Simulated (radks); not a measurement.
Values are calculated unless marked as measured or tabulated.
How relativity changes the ionisation of the mercury ion Hg3+ ([Xe] 4f14 5d9) to Hg4+ ([Xe] 4f14 5d8). Spin-unpolarised spherical Kohn-Sham, LDA (Slater exchange, Perdew-Wang correlation), point nucleus unless stated (finite: rms radius 5.4648 fm), a radial shooting solver on a logarithmic mesh with Libxc functionals. A level marked "c x" has the speed of light scaled by that factor and shares open shells by 2j + 1; other Dirac levels either fill j = l - 1/2 first or share by 2j + 1.

| level | E(Hg3+) (hartree) | E(Hg4+) (hartree) | IE (eV) | HOMO | <r> HOMO (bohr) |
|---|---|---|---|---|---|
| non-rel. | -18401.9573 | -18400.0763 | 51.185 | 5d | 1.369 |
| scalar-rel. | -19609.5414 | -19607.7024 | 50.042 | 5d | 1.387 |
| scalar-rel., finite nucleus | -19604.8232 | -19602.9842 | 50.043 | 5d | 1.387 |
| Dirac, 2j+1 shares | -19648.9257 | -19647.0872 | 50.028 | 5d5/2 | 1.407 |
| Dirac, low j first | -19648.9563 | -19647.1529 | 49.072 | 5d5/2 | 1.408 |
| Dirac, 2j+1 shares, finite nucleus | -19644.1509 | -19642.3124 | 50.030 | 5d5/2 | 1.407 |
| Dirac, c x 1.25 | -19144.1770 | -19142.3237 | 50.432 | 5d5/2 | 1.392 |
| Dirac, c x 1.5 | -18899.2270 | -18897.3654 | 50.658 | 5d5/2 | 1.385 |
| Dirac, c x 2 | -18672.4278 | -18670.5578 | 50.887 | 5d5/2 | 1.378 |

NIST Atomic Spectra Database: 48.6 eV (measured). The relativistic part of the total energy of Hg3+ is -1242 hartree (Dirac, 2j+1 shares, finite nucleus), 6.8 % of the non-relativistic value. Spin polarisation and multiplet splitting of open shells are left out at every level.

Beside tabulated values, note that relativity, absent from the non-relativistic runs, is large for the heavy elements, and spin-unpolarised runs miss the spin-polarisation part of the exchange energy of open shells.
